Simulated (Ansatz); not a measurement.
Bond stretch in OH (cation, charge +1), triplet.

Computed with full CI/cc-pVDZ, frozen core (Ansatz, a program for electronic structure).

### Question
Relative to R = 1.04 Å, what are the energies at R = 0.83, 0.87, 1.88, 2.86 Å?

### Answer
28.5 kcal/mol at 0.83 Å, 16.8 kcal/mol at 0.87 Å, 63.4 kcal/mol at 1.88 Å, 101.5 kcal/mol at 2.86 Å.
